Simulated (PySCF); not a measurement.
## Correlation energy of N⁺ (nitrogen, charge +1)

[He] 2s2 2p2, high-spin 3P determinant. Calculation: PySCF 2.14, in cc-pVTZ-DK (4s3p2d1f, 30 functions); scalar relativity by spin-free X2C-1e. Frozen: 1s2; 4 electrons correlated.

MP2 pair energies summed by pair of shells (mhartree):

```tsv
pair	energy	share (%)
2s-2p	-43.69	61.1
2s-2s	-20.36	28.5
2p-2p	-7.48	10.5
```

Total MP2 correlation energy: -71.53 mhartree.

Same-spin part -12.92 and opposite-spin part -58.60 mhartree; SCS-MP2 scales them by 1/3 and 6/5 to -74.63 mhartree.

| level | correlation energy (mhartree) |
| --- | --- |
| CCSD | -92.55 |
| (T) | -1.60 |
| CCSD(T) | -94.15 |

Diagnostics: T1 = 0.0063, D1 = 0.0123, largest double amplitude 0.119.

Cost of the coupled-cluster step: 0.24 s of wall time on 1 thread of Neoverse-V2 (shared host), for 4 correlated electrons.

Iterations:

```
CC2 = 0
CCSD nocc = (np.int64(3), np.int64(1)), nmo = (29, 29)
frozen orbitals [[0], [0]]
max_cycle = 100
direct = 0
conv_tol = 1e-08
conv_tol_normt = 1e-06
diis_space = 8
diis_start_cycle = 0
Init t2, MP2 energy = -0.0715250419329031
Init E_corr(UCCSD) = -0.0715250419430815
cycle = 1  E_corr(UCCSD) = -0.0853890959560978  dE = -0.013864054  norm(t1,t2) = 0.0402952
cycle = 2  E_corr(UCCSD) = -0.0894814634276774  dE = -0.00409236747  norm(t1,t2) = 0.0178974
cycle = 3  E_corr(UCCSD) = -0.0925947865967913  dE = -0.00311332317  norm(t1,t2) = 0.0089151
cycle = 4  E_corr(UCCSD) = -0.0925334255204961  dE = 6.13610763e-05  norm(t1,t2) = 0.00103033
cycle = 5  E_corr(UCCSD) = -0.0925503285661275  dE = -1.69030456e-05  norm(t1,t2) = 0.000157107
cycle = 6  E_corr(UCCSD) = -0.092546183860484  dE = 4.14470564e-06  norm(t1,t2) = 2.22465e-05
cycle = 7  E_corr(UCCSD) = -0.0925476602938583  dE = -1.47643337e-06  norm(t1,t2) = 5.41754e-06
cycle = 8  E_corr(UCCSD) = -0.0925472489436255  dE = 4.11350233e-07  norm(t1,t2) = 1.40398e-06
cycle = 9  E_corr(UCCSD) = -0.0925472833313599  dE = -3.43877344e-08  norm(t1,t2) = 2.20809e-07
cycle = 10  E_corr(UCCSD) = -0.0925472874495445  dE = -4.11818464e-09  norm(t1,t2) = 2.80578e-08
UCCSD converged
E(UCCSD) = -54.01218938648574  E_corr = -0.09254728744954449
UCCSD(T) correction = -0.00159547186761497
```
